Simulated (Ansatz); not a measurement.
Reaction (hydrogenolysis of a C–C bond): `CCC#CCCCC` + H₂ → `CCC#CCC` + `CC`

Program: Ansatz. Geometries: PBE0-D4/def2-TZVP. ΔE: electronic, gas phase. CCSD(T)/CBS is the MP2 limit (def2-TZVPP, def2-QZVPP) plus CCSD(T) − MP2 in def2-TZVPP, frozen cores. This one scheme is used for every species. Each species was taken in one conformer, which may not be the lowest.

```csv
species,CCSD/def2-TZVPP energy (Eh)
`CCC#CCCCC`,-312.58408
H₂,-1.17233
`CCC#CCC`,-234.11808
`CC`,-79.66211
```

Problem. Work out ΔE.

Solution. ΔE = (-234.11808) + (-79.66211) − (-312.58408) − (-1.17233) = -0.02378 Eh = -62.4 kJ/mol. CCSD(T)/CBS gives -56.0 kJ/mol.

Largest T1 diagnostic among the species: 0.010.

The D4 term adds +13.5 kJ/mol with B3LYP and +8.0 kJ/mol with PBE0; it sums over pairs of atoms, weighted by their polarisabilities, and B3LYP, whose exchange is more repulsive, gets the larger term. In def2-TZVPP, CCSD(T) changes the Hartree–Fock value by +27.1 kJ/mol (the triples alone add +5.1 kJ/mol) and MP2 by +32.2 kJ/mol. Leaving LDA and LC-ωPBE aside and taking each functional with its dispersion term where it has one, the values, not all of them listed here, spread over 16.1 kJ/mol, from B2PLYP to revPBE-D4. LDA lies +15.2 kJ/mol from PBE without D4.

B3LYP here is the variant with VWN-RPA as its local correlation; programs differ in this.
